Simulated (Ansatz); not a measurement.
F₂Hg, SMILES [F][Hg][F].

Geometry: B3LYP-D3(BJ)/def2-TZVP. The def2 effective core potentials stand for the cores of Hg; spin–orbit coupling is left out.

Two levels are set side by side: PBE/def2-TZVPD (Ansatz, a program for electronic structure) and PBE0/def2-TZVPD (Ansatz). Energy differences of separate SCF runs at the same geometry; the states with an electron removed or added have multiplicity 2 and 2. Differences are taken from unrounded values.

```json
[
 {"quantity": "vertical ionisation energy (eV)", "PBE0": "12.85"},
 {"quantity": "vertical electron affinity (eV)", "PBE0": "0.52"},
 {"quantity": "vertical singlet–triplet gap (eV)", "PBE0": "5.22"}
]
```

Task: What does PBE give, and how far is it from PBE0? (The exact figures need the calculation; the answer reports its results.)

Result: 
```json
[
 {"quantity": "vertical ionisation energy (eV)", "PBE": "12.30", "PBE minus PBE0": "-0.55"},
 {"quantity": "vertical electron affinity (eV)", "PBE": "0.59", "PBE minus PBE0": "0.07"},
 {"quantity": "vertical singlet–triplet gap (eV)", "PBE": "4.66", "PBE minus PBE0": "-0.56"}
]
```
